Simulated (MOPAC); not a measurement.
A run for MOPAC: PM6 on BH3Se2 (SMILES [SeH]B[SeH]), a point of a torsion scan.

```
PM6 1SCF PRECISE CHARGE=0 THREADS=1
BH3Se2

Se    -1.86975928 1     0.01443820 1    -0.65650199 1
B      0.03090445 1     0.31977957 1    -0.36148093 1
Se     1.29617890 1    -0.27087141 1    -1.62653907 1
H     -2.07446009 1    -0.75115469 1     0.54509786 1
H      0.37796925 1     0.70237349 1     0.68799041 1
H      2.49525555 1     0.15013131 1    -0.93732307 1
```

The log:

```
*******************************************************************************
 **                                                                           **
 **                              MOPAC v23.2.5                                **
 **                                                                           **
 *******************************************************************************
 ** MOPAC's Digital Object Identifier: https://doi.org/10.5281/zenodo.6511958 **
 **                                                                           **
 ** Please cite the open-source release paper for use of this MOPAC version:  **
 ** J. E. Moussa and J. J. P. Stewart (2026)                                  **
 ** MOPAC: An open-source semiempirical molecular orbital program             **
 ** J. Open Source Softw., 11(119), 8025, https://doi.org/10.21105/joss.08025 **
 *******************************************************************************

                              PM6 CALCULATION RESULTS

 *******************************************************************************
 *  PM6        - The PM6 Hamiltonian to be used
 *
 *
 *
 *                 CHARGE ON SYSTEM = 0
 *
 *
 *
 *  PRECISE    - TIGHTER CRITERIA TO BE USED
 *  1SCF       - DO 1 SCF AND THEN STOP
 *  THREADS=1  - MULTI-THREADING NOT USED
 *  T=         - A TIME OF 172800.0 SECONDS REQUESTED
 *  DUMP=N     - RESTART FILE WRITTEN EVERY 7200.0 SECONDS REQUESTED
 *******************************************************************************
PM6 1SCF PRECISE CHARGE=0 THREADS=1
 BH3Se2

   ATOM   CHEMICAL          X               Y               Z
  NUMBER   SYMBOL      (ANGSTROMS)     (ANGSTROMS)     (ANGSTROMS)

     1      Se         -1.86975928  *   0.01443820  *  -0.65650199  *
     2       B          0.03090445  *   0.31977957  *  -0.36148093  *
     3      Se          1.29617890  *  -0.27087141  *  -1.62653907  *
     4       H         -2.07446009  *  -0.75115469  *   0.54509786  *
     5       H          0.37796925  *   0.70237349  *   0.68799041  *
     6       H          2.49525555  *   0.15013131  *  -0.93732307  *



          CARTESIAN COORDINATES

    NO.       ATOM           X           Y           Z

     1        Se         -1.8698      0.0144     -0.6565
     2         B          0.0309      0.3198     -0.3615
     3        Se          1.2962     -0.2709     -1.6265
     4         H         -2.0745     -0.7512      0.5451
     5         H          0.3780      0.7024      0.6880
     6         H          2.4953      0.1501     -0.9373

 General Reference for PM6:
 "Optimization of Parameters for Semiempirical Methods V: Modification of NDDO Approximations
 and Application to 70 Elements", J. J. P. Stewart, J. Mol. Mod., 13, 1173-1213 (2007)
 URL: https://link.springer.com/article/10.1007/s00894-007-0233-4

           Empirical Formula: H3 Se2 B  =     6 atoms



      MOLECULAR POINT GROUP   :   C1


      RHF CALCULATION, NO. OF DOUBLY OCCUPIED LEVELS = 9


 -------------------------------------------------------------------------------
 PM6 1SCF PRECISE CHARGE=0 THREADS=1
 BH3Se2



     1SCF WAS SPECIFIED, SO BFGS WAS NOT USED
     SCF FIELD WAS ACHIEVED


                              PM6 CALCULATION
                                                       MOPAC v23.2.5 Linux




          FINAL HEAT OF FORMATION =        511.79491 KCAL/MOL =    2141.34988 KJ/MOL


          COSMO AREA              =        115.20 SQUARE ANGSTROMS
          COSMO VOLUME            =        102.79 CUBIC ANGSTROMS

          IONIZATION POTENTIAL    =          8.565539 EV
          HOMO LUMO ENERGIES (EV) =         -8.566 -1.154
          NO. OF FILLED LEVELS    =          9
          MOLECULAR WEIGHT        =        171.7537         POINT GROUP:  C1

          MOLECULAR DIMENSIONS (Angstroms)

            Atom       Atom       Distance
            H     6    H     4     4.88796
            H     5   Se     3     2.28920
           Se     1    H     6     1.13244


          SCF CALCULATIONS        =          1





   ATOM   CHEMICAL          X               Y               Z
  NUMBER   SYMBOL      (ANGSTROMS)     (ANGSTROMS)     (ANGSTROMS)

     1      Se         -1.86975928  *   0.01443820  *  -0.65650199  *
     2       B          0.03090445  *   0.31977957  *  -0.36148093  *
     3      Se          1.29617890  *  -0.27087141  *  -1.62653907  *
     4       H         -2.07446009  *  -0.75115469  *   0.54509786  *
     5       H          0.37796925  *   0.70237349  *   0.68799041  *
     6       H          2.49525555  *   0.15013131  *  -0.93732307  *

                             CARTESIAN COORDINATES

   1   Se       -1.869759280     0.014438200    -0.656501990
   2    B        0.030904450     0.319779570    -0.361480930
   3   Se        1.296178900    -0.270871410    -1.626539070
   4    H       -2.074460090    -0.751154690     0.545097860
   5    H        0.377969250     0.702373490     0.687990410
   6    H        2.495255550     0.150131310    -0.937323070


           Empirical Formula: H3 Se2 B  =     6 atoms



      MOLECULAR POINT GROUP   :   C1


                  EIGENVALUES
 -22.99614 -22.85200 -17.57643 -14.90198 -13.91216 -11.85295 -11.16572  -9.88932
  -8.56554  -1.15443  -0.68269   0.65447   1.75374   2.14079   4.74073


              NET ATOMIC CHARGES AND DIPOLE CONTRIBUTIONS

  ATOM NO.   TYPE          CHARGE      No. of ELECS.   s-Pop       p-Pop
    1         Se          -0.082609        6.0826     1.98840     4.09421
    2          B          -0.193639        3.1936     1.13384     2.05980
    3         Se           0.015272        5.9847     1.98783     3.99690
    4          H           0.097442        0.9026     0.90256
    5          H           0.081565        0.9184     0.91844
    6          H           0.081969        0.9180     0.91803
 DIPOLE           X         Y         Z       TOTAL
 POINT-CHG.     0.968    -0.340     0.633     1.205
 HYBRID         0.337     0.083     0.587     0.681
 SUM            1.304    -0.257     1.220     1.804


          ATOMIC ORBITAL ELECTRON POPULATIONS

     Atom    s        px        py        pz
    1 Se   1.98840   1.13420   1.67579   1.28422
    2  B   1.13384   0.81552   0.39842   0.84586
    3 Se   1.98783   1.13402   1.59094   1.27193
    4  H   0.90256
    5  H   0.91844
    6  H   0.91803

 **********************
 *                    *
 * JOB ENDED NORMALLY *
 *                    *
 **********************




 == MOPAC DONE ==
```

The run finished.

Cost: about 0.03 core-seconds (a rough figure).
